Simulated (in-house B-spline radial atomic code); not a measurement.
**Gd III (Gd2+): [Xe] 4f7 5d1**

All numbers are computed (Dirac-Kohn-Sham PBEsol, spherical fractional occupations; Fermi nucleus of rms radius 5.1569 fm) with a B-spline radial code for spherical atoms, not measured.

Screening seen three ways: the hydrogenic charge with the same mean radius, Z_r = [3n² - l(l+1)]/(2<r>), the one with the same energy, Z_e = n√(-2ε), and Slater's rules. Values are occupation-weighted means over j. An effective charge above Z reflects the relativistic contraction of the inner shells.

```json
{"shell": "1s", "electrons": "2", "ε (eV)": "-50035", "<r> (bohr)": "0.02191", "Z_r": "68.45", "Z_e": "60.64", "Slater": "63.70"}
{"shell": "2s", "electrons": "2", "ε (eV)": "-8269.5", "<r> (bohr)": "0.09278", "Z_r": "64.67", "Z_e": "49.31", "Slater": "59.85"}
{"shell": "2p", "electrons": "6", "ε (eV)": "-7390.9", "<r> (bohr)": "0.08203", "Z_r": "60.95", "Z_e": "46.61", "Slater": "59.85"}
{"shell": "3s", "electrons": "2", "ε (eV)": "-1843.7", "<r> (bohr)": "0.2441", "Z_r": "55.31", "Z_e": "34.92", "Slater": "52.75"}
{"shell": "3p", "electrons": "6", "ε (eV)": "-1568.6", "<r> (bohr)": "0.2424", "Z_r": "51.57", "Z_e": "32.21", "Slater": "52.75"}
{"shell": "3d", "electrons": "10", "ε (eV)": "-1190.8", "<r> (bohr)": "0.2212", "Z_r": "47.46", "Z_e": "28.07", "Slater": "42.85"}
{"shell": "4s", "electrons": "2", "ε (eV)": "-382.12", "<r> (bohr)": "0.5529", "Z_r": "43.40", "Z_e": "21.20", "Slater": "36.25"}
{"shell": "4p", "electrons": "6", "ε (eV)": "-290.79", "<r> (bohr)": "0.5845", "Z_r": "39.35", "Z_e": "18.49", "Slater": "36.25"}
{"shell": "4d", "electrons": "10", "ε (eV)": "-161.1", "<r> (bohr)": "0.6364", "Z_r": "33.00", "Z_e": "13.76", "Slater": "24.85"}
{"shell": "5s", "electrons": "2", "ε (eV)": "-63.442", "<r> (bohr)": "1.332", "Z_r": "28.16", "Z_e": "10.80", "Slater": "12.30"}
{"shell": "5p", "electrons": "6", "ε (eV)": "-41.149", "<r> (bohr)": "1.55", "Z_r": "23.55", "Z_e": "8.70", "Slater": "12.30"}
{"shell": "4f", "electrons": "7", "ε (eV)": "-22.462", "<r> (bohr)": "0.8616", "Z_r": "20.89", "Z_e": "5.14", "Slater": "15.90"}
{"shell": "5d", "electrons": "1", "ε (eV)": "-15.131", "<r> (bohr)": "2.355", "Z_r": "14.65", "Z_e": "5.27", "Slater": "3.00"}
```

The least bound orbital is 5d5/2 at -14.98 eV, and it is also the most diffuse (<r> = 2.375 bohr).

Spin-orbit splittings of the orbital energies (j = l + 1/2 above j = l - 1/2 when positive): 2p 695.4 eV, 3p 142.6 eV, 3d 31.08 eV, 4p 31.81 eV, 4d 5.752 eV, 5p 4.404 eV, 4f 0.7582 eV, 5d 0.3655 eV.

For the 1s electron the small component carries 5.68 % of the norm, the zero-frequency Breit interaction raises the level by 150.8 eV, self-energy by 90.3 eV, and vacuum polarisation lowers it by 14.72 eV.
